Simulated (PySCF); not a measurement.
Computed properties of TiCl4, SMILES [Cl][Ti]([Cl])([Cl])[Cl], multiplicity 1

TiCl₄, SMILES [Cl][Ti]([Cl])([Cl])[Cl], multiplicity 1. The structure is a stationary point at B3LYP-D3(BJ)/def2-SVP. The multiplicity is an assumed one; other spin states were not compared. The isomer is the one that the SMILES or the coordinates give; other isomers of the formula were not compared. The values are those of a single conformer. All values are computed for the isolated molecule unless a solvent is named; none is compared with measurement here.

**Structure.** The optimised structure has Td symmetry. All 9 harmonic modes at B3LYP-D3(BJ)/def2-SVP (PySCF) are real, so it is a minimum. With heavy atoms numbered as in [Ti:1]([Cl:2])([Cl:3])([Cl:4])[Cl:5], the shortest bond between them is Ti1–Cl2 at 2.168 Å and the longest Ti1–Cl5 at 2.168 Å.

**Vibrations.** The strongest infrared lines (harmonic, unscaled, degenerate partners summed) lie at 502 cm⁻¹ (371 km/mol, Ti 55 %, Cl 45 %), 137 cm⁻¹ (2 km/mol, Cl 80 %, Ti 20 %). The softest mode is at 117 cm⁻¹ and the zero-point energy is 3.6 kcal/mol.

**Electronic structure.** B3LYP/def2-TZVP (PySCF) places the frontier levels at -9.34 and -4.00 eV, a gap of 5.34 eV, and gives a dipole moment of 0.00 D and a mean polarisability of 86.9 bohr³.

**Excitations.** TDDFT-M06-2X/def2-SVPD (PySCF) has S1 at 4.67 eV (265 nm, f = 0.000, dark); the most intense of the 10 singlets computed lies at 4.92 eV (f = 0.05). Strengths of degenerate partners are summed. T1 (TDA) is at 4.48 eV. No vertical singlet excitation falls in the visible range (under 3.1 eV).
